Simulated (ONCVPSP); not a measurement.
# fluorine (F): from the effect back to the setting (ONCV)

Base potential:

- Element: F (Z = 9)
- Generator: ONCVPSP 4.0.1
- Type: optimised norm-conserving Vanderbilt (ONCV)
- Functional: PBE
- Relativity: scalar-relativistic
- Frozen core: [He]
- Valence charge: 7
- Reference configuration: 2s1 2p6
- Partial waves: 2s: rc 0.65 bohr, ncon 4, nbas 9, qcut 8.9 1/bohr, local; 2p: rc 1.85 bohr, ncon 4, nbas 8, qcut 5.9 1/bohr, 1 projector; d scattering state at 0.13 Ha: rc 1.60 bohr, ncon 4, nbas 7, qcut 5.3 1/bohr, 1 projector
- Local potential: the s channel
- Core correction: Teter function fitted to the true core (icmod 2), fcfact 0.5

Cutoffs, loose and tight: the cutoffs (Ha) at which the residual kinetic energy of the hardest occupied pseudo-wave falls to 1 and 0.1 mHa per electron. They do not see the model core or the augmentation charge, which bear on the density cutoff. Test errors are all-electron minus pseudo excitation energies from the reference, over the configurations 2s2 2p5; 2s2 2p4; 2s2 2p3; 2s2 2p4.5; variants that change the core or the reference have their own tests.

Only the scale of all radii but the core radius (base = 1) is moved (1 further runs of the sweep failed or gave no value and are left out):

```tsv
scale of all radii but the core radius (base = 1)	cutoff, loose	cutoff, tight	bound ghosts	largest test error (meV)	median size of the test errors
0.89	96 Ha	341 Ha	none	+1497	218.1 meV
0.98	115 Ha	517 Ha	none	+1850	259.9 meV
1.14	87 Ha	395 Ha	none	+2612	341.4 meV
1.23	61 Ha	328 Ha	none	+3129	410.3 meV
1.29	42 Ha	287 Ha	none	+3401	449.4 meV
```

**Question.** One more run gave cutoff, loose: 143 Ha; cutoff, tight: 468 Ha; bound ghosts: none; largest test error (meV): +2264; median size of the test errors: 305.2 meV. Which value of the scale of all radii but the core radius (base = 1) was used?

**Answer.** 1.05. The median size of the test errors moves one way along this sweep, from 218.1 meV at 0.89 to 449.4 meV at 1.29, which places the run between 0.98 and 1.14.
